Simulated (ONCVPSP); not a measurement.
## What one change does to a pseudopotential (fluorine (F), ONCV)

```json
{
  "Element": "fluorine (F)",
  "Generator": "ONCVPSP 4.0.1",
  "Type": "optimised norm-conserving Vanderbilt (ONCV)",
  "Functional": "PBEsol",
  "Relativity": "scalar-relativistic",
  "Frozen core": "[He]",
  "Valence charge": "7",
  "Reference configuration": "2s2 2p5",
  "Partial waves": "2s: rc 0.55 bohr, ncon 4, nbas 9, qcut 12.5 1/bohr, local; 2p: rc 1.85 bohr, ncon 5, nbas 9, qcut 8.4 1/bohr, 2 projectors, debl 2.8 Ha",
  "Local potential": "the s channel",
  "Core correction": "Teter function, fcfact 1.75, rcfact 1.6"
}
```

All-electron outer shells of the reference configuration (PBEsol, scalar-relativistic, ld1.x):

```csv
shell,level (eV),outermost node (bohr),outermost maximum (bohr)
1s,-661.16,–,0.11
2s,-29.72,0.24,0.76
2p,-11.05,–,0.71
```

Change: s: qcut 10; p: qcut 6.7.

Cutoffs: the cutoffs (Ha) at which the residual kinetic energy of the hardest occupied pseudo-wave falls to 1 and 0.1 mHa per electron; they do not see the model core or the augmentation charge, which bear on the density cutoff. Errors are all-electron minus pseudo energies relative to the spin-unpolarised reference configuration.

Problem. What does the change do?

Solution. The potential gets neither clearly harder nor softer (59 Ha and 710 Ha → 62 Ha and 651 Ha); the s channel sets the loose cutoff, while the largest relative change is in p, which becomes softer; of the 4 tests that both files solve, the error grows in 4 and shrinks in 0 by more than 15 % and 0.3 meV (median size 346.3 → 501.8 meV); neither file shows a bound ghost.

| quantity | base | changed |
| --- | --- | --- |
| cutoff, loose | 59 Ha | 62 Ha |
| cutoff, tight | 710 Ha | 651 Ha |
| loose cutoff by channel | s 59 Ha, p 25 Ha | s 62 Ha, p 20 Ha |
| bound ghosts | none | none |
| GHOST(+) flags under 300 eV | none | none |
| error for 2s2 2p4, meV [ΔE 19.32 eV] | +86 | +127 |
| error for 2s2 2p3, meV [ΔE 57.59 eV] | +607 | +876 |
| error for 2s2 2p2, meV [ΔE 118.08 eV] | +2122 | +2993 |
| error for 2s1 2p6, meV [ΔE 18.70 eV] | +0.6 | -20 |
| s: phases at 0.56 bohr within 0.05 rad from the reference energy up to (Ha; the scan ends near 5) | to the end of the scan | to the end of the scan |
| p: phases at 1.88 bohr within 0.05 rad from the reference energy up to (Ha; the scan ends near 5) | to the end of the scan | to the end of the scan |
| rms error of d²Exc/dni dnj with the model core, mHa | 1.37 | 1.26 |
